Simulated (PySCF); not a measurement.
C₃H₆OSe, SMILES CC[Se]C=O. Atoms are numbered in the order given.

```xyz
11

C     -2.3163     0.2467     0.8769
C     -1.1407    -0.7090     0.8799
Se     0.1394    -0.3976    -0.5642
C      1.2443     0.8417     0.4003
O      2.1935     1.4005    -0.0547
H     -3.0136     0.0013     1.6945
H     -1.9874     1.2880     1.0125
H     -2.8722     0.1957    -0.0711
H     -1.4618    -1.7542     0.7616
H     -0.5708    -0.6590     1.8217
H      0.8925     0.9662     1.4581
```

Geometry optimised at PBE0-D3(BJ)/def2-SVP. The structure was generated by enumeration, and PubChem lists no compound with its InChIKey, so it may never have been made. One conformer was computed; it need not be the lowest.

These are HF/def2-TZVP in PySCF values and carry that method's errors.

Gas-phase values at a fixed geometry.

Computed frontier levels, gap, dipole moment and polarisability:
```yaml
highest_occupied_level: -9.59 eV
lowest_empty_level: 3.08 eV
orbital_gap: 12.67 eV
dipole_moment: 4.21 D
quadrupole, principal values (traceless, Buckingham form, about the centre of nuclear charge): -6.95, 1.57, 5.37 D·Å
mean_static_polarisability: 63.5 bohr³ (9.40 Å³)
polarisability_principal_values: 48.2, 61.2, 80.9 bohr³
```
